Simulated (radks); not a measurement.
Task: These are the eigenvalues of the occupied orbitals of an atom or ion with whole-number occupations (Ry). Method: scalar-relativistic Kohn-Sham, PBEsol, spin-polarised, spherical densities, finite nucleus; Fermi nuclear charge, rms radius of each element as measured or else 0.836 A^(1/3) + 0.57 fm; computed with a radial shooting solver on a logarithmic mesh with Libxc functionals.

orbital  eigenvalue
1s up     -2424.472
1s down   -2424.463
2s up     -375.8842
2s down   -375.8800
2p up     -337.5988
2p down   -337.5916
3s up     -77.04462
3s down   -77.03697
3p up     -64.63688
3p down   -64.62826
3d up     -46.03493
3d down   -46.02678
4s up     -14.74979
4s down   -14.73257
4p up     -10.85825
4p down   -10.83978
4d up      -5.18650
4d down    -5.15558
5s up      -2.72119
5s down    -2.53695
5p up      -1.87486

Which element is it, and in what charge state? The configuration may be excited. Open shells, if any, are filled with parallel spins first.

Result: Z = 53, iodine, charge +2: I2+ in [Kr] 4d10 5s2 5p3. The list shows which subshells hold electrons but not how many an open one holds; the 1s level, -1212.2 hartree, gives Z - s = 49.2 by -(Z - s)^2/2, which with screening and relativity narrows Z to a few neighbours, and the depths of the outer levels then fix element, charge and occupations together.
